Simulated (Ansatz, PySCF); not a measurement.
Reaction R1 + R2 → P1 + P2, each structure at its B3LYP-D3(BJ)/def2-TZVP stationary point, reached from a drawn start (curvature not checked).
R1, Cl4Ti (SMILES [Cl][Ti]([Cl])([Cl])[Cl]) (charge 0, multiplicity 1):
```xyz
5

Cl     1.881    -0.806     0.743
Ti     0.000     0.000     0.000
Cl    -1.052    -1.536    -1.129
Cl    -1.230     0.637     1.679
Cl     0.401     1.704    -1.293
```
P1: Cl3FTi (SMILES [F][Ti]([Cl])([Cl])[Cl]), charge 0, multiplicity 1.
P2, HCl (SMILES Cl) (charge 0, multiplicity 1):
```xyz
2

Cl     0.0000     0.0000     0.6410
H      0.0000     0.0000    -0.6410
```
R2, HF (SMILES F) (charge 0, multiplicity 1, Z-matrix in Å and degrees):
```
F
H 1 0.9245
```

P less R. No zero-point or thermal terms; no spin–orbit coupling.

Cores are frozen in the correlated methods. CBS: X⁻³ extrapolation of the correlation energy, Hartree–Fock from the larger set.

Codes used: Ansatz (Gaussian orbitals); PySCF for the D3/D4 terms. Each number belongs to the level named beside it.

PBE/def2-TZVPP gives -0.252 eV for the reaction energy.

Task: How do the other levels lie against it? Give each less PBE: PBE-D3(BJ)/def2-TZVPP, r2SCAN/def2-TZVPP, PBE0/def2-TZVPP, wB97M-V/def2-TZVPP, B2PLYP/def2-TZVPP, MP2/CBS(def2-TZVPP, def2-QZVPP), CCSD(T)/CBS(def2-TZVPP, def2-QZVPP).

Result: PBE-D3(BJ)/def2-TZVPP 0.045; r2SCAN/def2-TZVPP 0.008; PBE0/def2-TZVPP 0.046; wB97M-V/def2-TZVPP -0.003; B2PLYP/def2-TZVPP 0.074; MP2/CBS(def2-TZVPP, def2-QZVPP) 0.269; CCSD(T)/CBS(def2-TZVPP, def2-QZVPP) 0.157 eV. 6 of 7 lie above PBE; the widest gap is to MP2/CBS(def2-TZVPP, def2-QZVPP).

Ansatz is a first-principles code.
